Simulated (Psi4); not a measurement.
Cl$_{3}$Sb, charge +1, doublet, at a GFN2-xTB geometry (a state made from the parent by changing its charge; the spin is typed, not shown lowest) (core potentials on Sb); B97M-V/def2-SVPD in Psi4.

Input for Psi4:
```
memory 2 GB

molecule mol {
1 2
  Sb    0.003218   -0.000609    0.458413
  Cl   -1.887377   -1.036620   -0.446566
  Cl    0.040632    2.150984   -0.455863
  Cl    1.837092   -1.112537   -0.472811
}

set basis def2-svpd
set reference uks

energy('b97m-v')
print_variables()
```

The log (banner, timings and long lists left out):

```
   => Loading Basis Set <=

    Name: DEF2-SVPD
    Role: ORBITAL
    Keyword: BASIS

    !!!  WARNING: ECP capability is in beta. Please check occupations closely.  !!!

         ---------------------------------------------------------
                                   SCF
               by Justin Turney, Rob Parrish, Andy Simmonett
                          and Daniel G. A. Smith
                              UKS Reference
         ---------------------------------------------------------

  ==> Geometry <==

    Molecular point group: c1
    Full point group: C1

    Geometry (in Angstrom), charge = 1, multiplicity = 2:

       Center              X                  Y                   Z               Mass
    ------------   -----------------  -----------------  -----------------  -----------------
         SB           0.002989869945    -0.000565856155     0.425937457772   120.903812000000
         CL          -1.887605130055    -1.036576856155    -0.479041542228    34.968852682000
         CL           0.040403869945     2.151027143845    -0.488338542228    34.968852682000
         CL           1.836863869945    -1.112493856155    -0.505286542228    34.968852682000

  Running in c1 symmetry.

  Rotational constants: A =      0.05816  B =      0.05816  C =      0.03474 [cm^-1]
  Rotational constants: A =   1743.48203  B =   1743.48157  C =   1041.37000 [MHz]
  Nuclear repulsion =  388.639779013923203

  Charge       = 1
  Multiplicity = 2
  Electrons    = 73
  Nalpha       = 37
  Nbeta        = 36

  ==> Algorithm <==

  SCF Algorithm Type is DF.
  DIIS enabled.
  MOM disabled.
  Fractional occupation disabled.
  Guess Type is SAD.
  Energy threshold   = 1.00e-06
  Density threshold  = 1.00e-06
  Integral threshold = 1.00e-12

  ==> Primary Basis <==

  Basis Set: DEF2-SVPD
    Blend: DEF2-SVPD
    Number of shells: 45
    Number of basis functions: 113
    Number of Cartesian functions: 122
    Spherical Harmonics?: true
    Max angular momentum: 2

  Core potential: DEF2-SVPD
    Number of shells: 4
    Number of ECP primitives: 18
    Number of ECP core electrons: 28
    Max angular momentum: 3

  ==> DFT Potential <==

   => LibXC <=

    Version 7.1.2
    S. Lehtola, C. Steigemann, M. J. T. Oliveira, and M. A. L. Marques,  SoftwareX 7, 1–5 (2018) (10.1016/j.softx.2017.11.002)

   => Composite Functional: B97M-V <=

    B97M-V GGA Exchange-Correlation Functional

[...]
      Ntotal   =   72.9999945038 ; deviation = -5.496e-06

   @Spin Contamination Metric:   4.157405343E-03
   @S^2 Expected:                7.500000000E-01
   @S^2 Observed:                7.541574053E-01
   @S   Expected:                5.000000000E-01
   @S   Observed:                5.000000000E-01

    Orbital Energies [Eh]
    ---------------------

    Alpha Occupied:

[...]
      37A     -0.504523

    Alpha Virtual:

[...]
     113A     54.566931

    Beta Occupied:

[...]
    Beta Virtual:

[...]
    Final Occupation by Irrep:
              A
    DOCC [    36 ]
    SOCC [     1 ]
    NA   [    37 ]
    NB   [    36 ]

  @DF-UKS Final Energy: -1619.81968435624481

   => Energetics <=

    Nuclear Repulsion Energy =            388.6397790139232029
    One-Electron Energy =               -3083.3511994706141195
    Two-Electron Energy =                1178.3883949383086929
    DFT Exchange-Correlation Energy =    -103.7907408260095252
    Empirical Dispersion Energy =           0.0000000000000000
    VV10 Nonlocal Energy =                  0.2940819881471020
    Total Energy =                      -1619.8196843562448066

  UHF NO Occupations:
  HONO-2 :   35  A 1.9995386
  HONO-1 :   36  A 1.9991009
  HONO-0 :   37  A 1.0000000
  LUNO+0 :   38  A 0.0008991
  LUNO+1 :   39  A 0.0004614
  LUNO+2 :   40  A 0.0004608
  LUNO+3 :   41  A 0.0000635

Computation Completed

Properties will be evaluated at   0.000000,   0.000000,   0.000000 [a0]

Properties computed using the SCF density matrix

 Multipole Moments:

 ------------------------------------------------------------------------------------
     Multipole            Electronic (a.u.)      Nuclear  (a.u.)        Total (a.u.)
 ------------------------------------------------------------------------------------

 L = 1.  Multiply by 2.5417464519 to convert [e a0] to [Debye]
 Dipole X            :          0.2060877           -0.2021414            0.0039463
 Dipole Y            :         -0.0390503            0.0382568           -0.0007935
 Dipole Z            :         29.3568092          -28.7971039            0.5597053
 Magnitude           :                                                    0.5597197

 ------------------------------------------------------------------------------------

  Variable Map:
  ----------------------------------------------------------------------------
[...]
  Array Variable Map:
  ----------------------------------------------------------------------------
[...]
[...]
```
